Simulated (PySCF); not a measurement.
C4F7, SMILES F[C]1C(F)(F)C(F)(F)C1(F)F, doublet (CAM-B3LYP/def2-SVP optimised geometry):

```
11

F      1.478    -1.553    -0.154
C      0.623    -0.587     0.000
C     -0.872    -0.587     0.000
F     -1.478    -1.115     1.068
F     -1.456    -1.081    -1.101
C     -0.782     0.973     0.000
F     -1.170     1.522     1.148
F     -1.398     1.553    -1.024
C      0.772     0.893    -0.152
F      1.208     1.316    -1.348
F      1.461     1.536     0.796
```

Method: unrestricted CAM-B3LYP/def2-TZVP run with PySCF 2.14.0.

Question: What are the frontier orbital energies (α orbitals alone; a β orbital can be the lowest empty one) and the dipole moment?

Answer: HOMO-2 -13.18 eV, HOMO-1 -11.24 eV, HOMO -9.79 eV, LUMO 1.28 eV, LUMO+1 2.58 eV; dipole moment 0.95 D.

On the same geometry unrestricted PBE/def2-TZVP (PySCF) gives HOMO-2 -9.62 eV, HOMO-1 -7.89 eV, HOMO -6.65 eV, LUMO -0.73 eV, LUMO+1 0.33 eV; dipole moment 0.96 D.

Meta-Löwdin charges at CAM-B3LYP/def2-TZVP: F1 -0.18, C2 0.23, C3 0.51, F4 -0.27, F5 -0.27, C6 0.52, F7 -0.26, F8 -0.25, C9 0.51, F10 -0.27, F11 -0.27.
